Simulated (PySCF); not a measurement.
```xyz
3
charge 0 multiplicity 1, angstrom
Ca    0.0000    0.0000    0.0000
F     0.0000    0.0000    2.0188
F     0.0000    0.0000   -2.0188
```

Computed with PBE in PySCF with Ca def2-TZVP, F def2-TZVP; no relativity; density-fitted integrals.

This geometry of CaF₂ is a stationary point at this level.

(1) What is the point group?

(2) Is it a minimum?

(3) What are the dipole moment and the gap between the highest occupied and lowest empty levels?

(4) Give the atomic charges and bond orders.

Results:

(1) D∞h.

(2) No: it has 2 imaginary modes (one degenerate set), at 56i cm⁻¹ (πu).

(3) 0.00 D and 4.52 eV.

(4) 
```json
{"atom": "Ca1", "Mulliken": "1.25", "Löwdin": "0.97", "polar tensor": "1.80", "Mayer order to Ca1": "–"}
{"atom": "F2,3", "Mulliken": "-0.62", "Löwdin": "-0.48", "polar tensor": "-0.90", "Mayer order to Ca1": "0.67"}
```

This need not be the most stable arrangement of these atoms. At this level a singlet minimum of C2v symmetry lies 5 kJ/mol below this structure.
